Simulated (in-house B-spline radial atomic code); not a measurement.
**wB97X excitations of Hf⁴⁺**

Method: wB97X. Computed with a B-spline radial code for spherical atoms: linear response of the closed shell [Xe] 4f14 with the functional's adiabatic kernel; scalar-relativistic (spin-free one-electron X2C), finite nucleus, no spin-orbit coupling, no double excitations, S, P, D and F terms only; shells from n = 3 respond. Only terms of natural parity with L up to 3 were computed.

Spin-orbit coupling is strong here, so these LS terms don't match observed levels.

Command:
```bash
python run_td.py task.json out
```
Settings (radii: box in bohr, nucleus in fm):
```
Z                        72
electrons                68
configuration            [Xe] 4f14
hamiltonian              x2c
method                   wb97x
box_radius               19.1
rms_radius               5.347
intervals                71
```

Time taken, with all properties: 11 s on 1 thread of Arm Neoverse N1 (shared host).

The lowest states, in the order of their Tamm-Dancoff energies; the method's threshold (minus the highest occupied level) is 63.71 eV. Labels give the largest channel, * marks a mixed state, and oscillator strengths are full-response dipole values. Semilocal kernels can invert the small singlet-triplet splittings of Rydberg terms. Energies in eV:

| state | full response | Tamm-Dancoff | oscillator strength |
| --- | --- | --- | --- |
| 4f → 5d 3P | 19.222 | 19.281 | - |
| 4f → 5d 3F | 19.746 | 19.774 | - |
| 4f → 5d 1F | 20.340 | 20.348 | - |
| 4f → 5d 1P | 21.640 | 21.931 | 0.18 |
| 4f → 6s 3F | ? | ? | - |
| 4f → 6s 1F | 24.964 | 24.968 | - |
| 4f → 6p 3D | ? | ? | - |
| 4f → 6p 1D | 32.83 | 32.84 | - |
| 5p → 5d 3P | 35.66 | 35.74 | - |
| 5p → 5d 3F | 36.05 | 36.14 | - |
| 5p → 5d 1F | 37.79 | 37.83 | - |

Task: Where does 4f → 6s 3F lie?

Result: At 24.831 eV in full response, 24.836 eV in Tamm-Dancoff.

Task: Where does 4f → 6p 3D lie?

Result: At 32.56 eV in full response, 32.57 eV in Tamm-Dancoff.

Task: How large is the singlet-triplet splitting of 4f → 5d (F terms) in Tamm-Dancoff?

Result: 0.574 eV, from the unrounded values.

Task: What polarisabilities and dispersion coefficient does the method give?

Result: Dipole 3.254 bohr³, quadrupole 5.149 bohr⁵, C6 14.87 hartree·bohr⁶ for two such species.
